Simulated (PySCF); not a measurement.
**A single-point calculation**

Ho(NH2)3 (singlet in the valence; each metal's 4f electrons, 10 of them, lie in its core potential, out of spins and levels). PySCF 2.14.0, RKS TPSSh, Ho lcecp-1-SVP with ECP56, N def2-SVP, H def2-SVP; non-relativistic Hamiltonian with scalar-relativistic core potentials where named; density fitting; no spin-orbit coupling. Purpose: level TPSSh.

```python
mol = gto.M(atom='''
Ho    -0.00693     0.00345     0.01326
N      2.15520     0.00034    -0.00743
H      2.77366    -0.80650     0.08373
H      2.77674     0.80349    -0.10889
N     -1.08470     1.86545    -0.21634
H     -2.09561     2.00677    -0.22734
H     -0.68314     2.79625    -0.33519
N     -1.07780    -1.86357     0.22965
H     -0.66992    -2.79437     0.32379
H     -2.08750    -2.01130     0.24477''',
    basis={'Ho': 'lcecp-1-SVP', 'N': 'def2-SVP', 'H': 'def2-SVP'},
    ecp={'Ho': 'lcecp-1-SVP'},
    charge=0, spin=0)
mf = dft.RKS(mol, xc='TPSSH')
mf.grids.atom_grid = (75, 302)  # f atoms: unpruned, at least (60, 302)
mf = mf.density_fit()  # fitting sets: Ho AutoAux, N def2-universal-JKFIT, H def2-universal-JKFIT
mf.conv_tol = 1e-08; mf.max_cycle = 55
mf.kernel(dm0)  # dm0: converged density of the relaxed state
mf.nuc_grad_method().kernel()
```

Run from Python with OMP_NUM_THREADS=2; the lines above give its settings. Where DIIS fails, smearing, a level shift and second-order steps follow.
It took 10 s on 2 threads of Arm Neoverse V1 (shared host), from an already converged density.

(1) Where do the frontier levels lie, over both spins?

(2) What are the Mulliken charges and spins?

(3) What forces act on the atoms (eV/Å)?

The geometry was relaxed with PBE0 (Ho lcecp-1-SVP with ECP56, N def2-SVP, H def2-SVP).

An lcecp potential fixes the number of 4f electrons, so in runs with it no electron can move into or out of that shell.

Answers

(1) HOMO -5.29 eV, LUMO -1.25 eV. The 4f levels lie in the core potential and are missing.

(2) 
```csv
atom,charge (e),spin (e)
Ho1,0.885,0.000
N2,-0.527,0.000
H3,0.116,0.000
H4,0.116,0.000
N5,-0.528,0.000
H6,0.116,0.000
H7,0.116,0.000
N8,-0.528,0.000
H9,0.116,0.000
H10,0.116,0.000
```
The spin of the 4f electrons in the core isn't counted.

(3) 
```
Ho  -0.01  0.00  0.00
N   -0.05  0.00  0.00
H    0.12 -0.13  0.01
H    0.12  0.13 -0.02
N    0.02 -0.05  0.01
H   -0.16  0.04 -0.01
H    0.05  0.17 -0.02
N    0.02  0.06 -0.02
H    0.06 -0.18  0.02
H   -0.17 -0.04  0.01
```
Forces carry noise of the integration grid, about 0.01 to 0.03 eV/Å.
